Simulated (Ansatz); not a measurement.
Relaxation of Cl₂F₂H₄HfOSi (11 atoms, charge 0, multiplicity 1), to a largest force component of 0.03 eV/Å in at most 50 steps.

Theory: Ansatz, RKS PBE/def2-SVP.

```xyz
11
Properties=species:S:1:pos:R:3:forces:R:3
Hf -0.134 -0.256 -0.159 0.05 0.20 1.29
Cl -0.292 -0.325 2.317 0.02 -0.02 -1.12
Cl 2.012 -0.450 -1.098 0.01 -0.01 -0.01
F -1.110 1.201 -0.894 0.00 -0.01 -0.02
F -1.062 -1.802 -0.761 0.04 0.08 0.02
O 1.319 2.248 1.340 -0.47 -0.41 0.31
Si 2.882 1.959 1.968 0.08 0.10 -0.05
H 3.227 0.497 1.940 0.00 -0.01 0.05
H 3.835 2.707 1.085 -0.04 0.00 0.02
H 2.969 2.471 3.388 -0.03 -0.04 -0.11
H 0.633 2.057 2.029 0.34 0.11 -0.38
```

Question: Where does it end, and by what steps?

Answer: It converged. After 19 steps the energy has fallen by 0.644 eV; H9 moved furthest, 1.05 Å. Joined: Hf1–O6 (3.26 → 2.34 Å).

```json
{"step": "0", "energy less start (eV)": "0.0000", "largest force component (eV/Å)": "1.286", "accepted": "yes"}
{"step": "1", "energy less start (eV)": "-0.1578", "largest force component (eV/Å)": "1.111", "accepted": "yes"}
{"step": "2", "energy less start (eV)": "-0.4095", "largest force component (eV/Å)": "0.777", "accepted": "yes"}
{"step": "3", "energy less start (eV)": "-0.4594", "largest force component (eV/Å)": "1.086", "accepted": "yes"}
{"step": "4", "energy less start (eV)": "-0.5237", "largest force component (eV/Å)": "0.515", "accepted": "yes"}
{"step": "5", "energy less start (eV)": "-0.5505", "largest force component (eV/Å)": "0.202", "accepted": "yes"}
{"step": "6", "energy less start (eV)": "-0.5739", "largest force component (eV/Å)": "0.129", "accepted": "yes"}
{"step": "7", "energy less start (eV)": "-0.5991", "largest force component (eV/Å)": "0.190", "accepted": "yes"}
{"step": "8", "energy less start (eV)": "-0.6068", "largest force component (eV/Å)": "0.139", "accepted": "yes"}
{"step": "9", "energy less start (eV)": "-0.6136", "largest force component (eV/Å)": "0.158", "accepted": "yes"}
{"step": "10", "energy less start (eV)": "-0.6184", "largest force component (eV/Å)": "0.155", "accepted": "yes"}
{"step": "11", "energy less start (eV)": "-0.6225", "largest force component (eV/Å)": "0.241", "accepted": "yes"}
{"step": "12", "energy less start (eV)": "-0.6254", "largest force component (eV/Å)": "0.204", "accepted": "yes"}
{"step": "13", "energy less start (eV)": "-0.6309", "largest force component (eV/Å)": "0.289", "accepted": "yes"}
{"step": "14", "energy less start (eV)": "-0.6320", "largest force component (eV/Å)": "0.469", "accepted": "yes"}
{"step": "15", "energy less start (eV)": "-0.6388", "largest force component (eV/Å)": "0.234", "accepted": "yes"}
{"step": "16", "energy less start (eV)": "-0.6412", "largest force component (eV/Å)": "0.194", "accepted": "yes"}
{"step": "17", "energy less start (eV)": "-0.6423", "largest force component (eV/Å)": "0.167", "accepted": "yes"}
{"step": "18", "energy less start (eV)": "-0.6435", "largest force component (eV/Å)": "0.080", "accepted": "yes"}
{"step": "19", "energy less start (eV)": "-0.6437", "largest force component (eV/Å)": "0.027", "accepted": "yes"}
```

```xyz
11
Properties=species:S:1:pos:R:3
Hf 0.041 0.035 0.086
Cl -1.085 -0.505 2.147
Cl 2.239 -0.723 -0.464
F -0.418 1.707 -0.723
F -0.957 -1.149 -1.033
O 1.217 1.313 1.659
Si 2.824 1.966 1.724
H 3.798 0.894 2.101
H 3.087 2.527 0.367
H 2.789 3.035 2.775
H 0.747 1.209 2.514
```

Whether the end is a true minimum wasn't checked by a vibrational analysis.

Time of the run: 95 s on 4 threads of Arm Neoverse N1, with other jobs on the host, peak memory 0.24 GiB.
